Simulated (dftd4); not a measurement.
Cl3Ge, doublet, at a GFN2-xTB geometry; dftd4 with D4 for b3lyp.

Input for dftd4:
```
$ dftd4 mol.xyz --func b3lyp --charge 0 --json dftd4.json --noedisp --property

# file mol.xyz
4

Cl    -1.47561963    -1.37868741    -0.28744895
Ge     0.00218824     0.01532854     0.53081660
Cl    -0.45053478     1.95127180    -0.38783493
Cl     1.92203537    -0.60143812    -0.32390030
```

Problem. Predict the main parts of the log of this dftd4 run.

Solution. 
```
                    ____  _____ _____     ____  _  _
      -------------|  _ \|  ___|_   _|---|  _ \| || |------------
     |             | | | | |_    | | ___ | | | | || |_           |
     |             | |_| |  _|   | ||___|| |_| |__   _|          |
     |             |____/|_|     |_|     |____/   |_|            |
     |             ===================================           |
     |            E. Caldeweyher, S. Ehlert & S. Grimme          |
     |          Mulliken Center for Theoretical Chemistry        |
     |                    University of Bonn                     |
      -----------------------------------------------------------

Rational (Becke-Johnson) damping: b3lyp-D4-ATM
---------------------
  s6         1.0000
  s8         2.0293
  s9         1.0000
  a1         0.4087
  a2         4.5381
 alp        16.0000
--------------------

Atomic data, radii in Ångström:
------------------------------------------------------
   Z          R(cov)      r4/r2   hardness         EN
------------------------------------------------------
  17 Cl       1.3200     1.9735     0.4312     3.1600
  32 Ge       1.4533     2.9321     0.3393     2.0100
------------------------------------------------------

Atomic reference systems (in atomic units):
----------------------------------------------------------------------------
   Z        #      CN     q+Z       C6(AA)   #      CN     q+Z       C6(AA)
----------------------------------------------------------------------------
  17 Cl     1  0.0000 17.0000      92.6806   2  0.8444 16.8495     101.8771
  32 Ge     1  0.0000 32.0000     367.7871   2  0.8994 32.0094     318.5431
            3  1.8553 31.9941     290.3410   4  2.7845 31.9684     236.2571
            5  3.7182 31.9355     189.5578
----------------------------------------------------------------------------

Atomic properties (in atomic units):
----------------------------------------------------------------------------
     #    Z              CN          q      C6(AA)        C8(AA)   alpha(0)
----------------------------------------------------------------------------
     1   17 Cl       0.8113    -0.1232    100.9352     4211.3764    15.3568
     2   32 Ge       2.4319     0.3696    235.6351    21702.6153    30.1667
     3   17 Cl       0.8113    -0.1232    100.9352     4211.3764    15.3568
     4   17 Cl       0.8113    -0.1232    100.9352     4211.3764    15.3568
----------------------------------------------------------------------------

Molecular properties (in atomic units):
----------------------------------------
 molecular C6                2045.8948
 molecular C8              115510.8913
----------------------------------------

Dispersion energy:      -1.0134260869102E-02 Eh

[Info] JSON dump of results written to 'dftd4.json'
```
